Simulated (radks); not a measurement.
Isoelectronic series with 40 electrons, all held in the configuration [Kr] 4d2 5s2, which need not be the ground one along the series. Calculated with a radial shooting solver on a logarithmic mesh with Libxc functionals: scalar-relativistic Kohn-Sham, PBE, spin-unpolarised, spherical densities, finite nucleus; Fermi nuclear charge, rms radius of each element as measured or else 0.836 A^(1/3) + 0.57 fm. Total energies (hartree) and orbital eigenvalues (eV):

ion,E (hartree),4d,5s,4p,4s
Zr,-3598.48923,-3.5991,-4.4394,-32.4619,-54.5037
Nb+,-3819.25078,-13.7662,-11.6537,-46.9771,-71.1862
Mo2+,-4047.40298,-26.8730,-20.7168,-64.4056,-90.8858
Tc3+,-4282.95112,-42.4301,-31.3653,-84.2446,-113.0821
Ru4+,-4525.90648,-60.2087,-43.4717,-106.2771,-137.5506
Rh5+,-4776.29469,-80.0785,-56.9619,-130.3855,-164.1718
Pd6+,-5034.13984,-101.9566,-71.7884,-156.4979,-192.8737
Ag7+,-5299.47378,-125.7856,-87.9187,-184.5662,-223.6105
Cd8+,-5572.32598,-151.5240,-105.3297,-214.5570,-256.3516
In9+,-5852.73690,-179.1405,-124.0052,-246.4460,-291.0768
Sn10+,-6140.73963,-208.6112,-143.9329,-280.2155,-327.7725
Sb11+,-6436.37579,-239.9167,-165.1043,-315.8521,-366.4306

4d drops below 5s between Zr and Nb+.
